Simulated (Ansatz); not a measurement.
Basis sets compared for TiF2Cl2 (TiCl₂F₂). Total charge 0; singlet. Geometry B3LYP-D4/def2-SVP. Ansatz on 4 threads of Arm Neoverse V2 on a shared host; times are rough, and most runs start from earlier orbitals.

```tsv
atom	x (Å)	y (Å)	z (Å)
Ti1	-0.042	-0.066	0.055
F2	-1.002	0.253	1.457
F3	0.038	-1.776	-0.188
Cl4	1.967	0.718	0.359
Cl5	-0.961	0.871	-1.682
```

The 6-31G sets use Cartesian d functions. B3LYP takes the VWN-RPA correlation.

Binding counts from free atoms (Ti triplet, F doublet, Cl doublet) in the same basis, without a counterpoise term.

| level | functions | energy (Eh) | HOMO (eV) | LUMO (eV) | binding per atom (eV) | wall time |
| --- | --- | --- | --- | --- | --- | --- |
| HF/STO-3G | 46 | -1945.4905 | -10.98 | 5.87 | 4.73 | 0.2 s |
| HF/6-31G | 73 | -1966.3539 | -13.50 | -0.61 | 2.28 | 0.4 s |
| PBE-D4/def2-SVP | 95 | -1968.5236 | -8.22 | -4.28 | 4.67 | 0.85 s |
| B3LYP-D4/6-31G | 73 | -1969.7330 | -9.68 | -4.15 | 4.05 | 1.1 s |
| PBE0-D4/def2-SVP | 95 | -1968.5875 | -9.75 | -3.69 | 4.24 | 1.3 s |

Problem. Estimate the rows for HF/def2-TZVP, PBE-D4/def2-TZVP (with forces), B3LYP-D4/def2-TZVP, PBE0-D4/def2-TZVP.

Solution. 
| level | functions | energy (Eh) | HOMO (eV) | LUMO (eV) | binding per atom (eV) | wall time |
| --- | --- | --- | --- | --- | --- | --- |
| HF/def2-TZVP | 181 | -1966.6631 | -13.20 | 0.43 | 2.67 | 1.6 s |
| PBE-D4/def2-TZVP (with forces) | 181 | -1969.2043 | -8.44 | -4.43 | – | 2 s |
| B3LYP-D4/def2-TZVP | 181 | -1970.0158 | -9.58 | -3.87 | 4.21 | 2.4 s |
| PBE0-D4/def2-TZVP | 181 | -1969.2669 | -9.87 | -3.63 | 4.23 | 2.6 s |
